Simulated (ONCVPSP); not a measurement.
## Configuration tests for nickel (Ni) (ONCV)

ONCVPSP 4.0.1 input, shortened (lines: element, Z, core and valence counts, functional; n l f; lmax; l rc ep ncon nbas qcut; lloc lpopt rc5 dvloc0; l nproj debl; icmod fcfact rcfact), LDA (Perdew-Wang 92), scalar-relativistic:

```
  Ni 28.00    3    5  -001012      upf
    1    0    2.00
    2    0    2.00
    2    1    6.00
    3    0    2.00
    3    1    6.00
    3    2    8.00
    4    0    1.75
    4    1    0.25
    2
    0    1.45    0.00    4    8    8.80
    1    1.45    0.00    5    9    9.20
    2    1.50    0.00    3    8    8.50
    4    5    0.95   -1.00
    0    2    1.50
    1    2    3.50
    2    2    2.60
    0    0.00    0.00
```

Energies are relative to the spin-unpolarised reference configuration 3s2 3p6 3d8 4s1.75 4p0.25; without spin polarisation the order of configurations can differ from experiment. Not all tests gave a result: 1 of 4 tests not solved or not reliable.

```csv
valence configuration,charge,ΔE all-electron (eV),error AE − PS (meV)
3s2 3p6 3d8 4s2 4p0,0,-1.139,+0.2
3s2 3p6 3d8 4s1 4p0,+1,8.455,+1.2
3s2 3p6 3d8 4s1.5 4p0,+0.5,2.701,0.0
```

Levels in the configuration 3s2 3p6 3d8 4s2 4p0:

```tsv
level	all-electron (eV)	pseudo (eV)
3s	-110.501	-110.494
3p	-71.260	-71.257
3d	-9.140	-9.141
4s	-5.860	-5.860
```
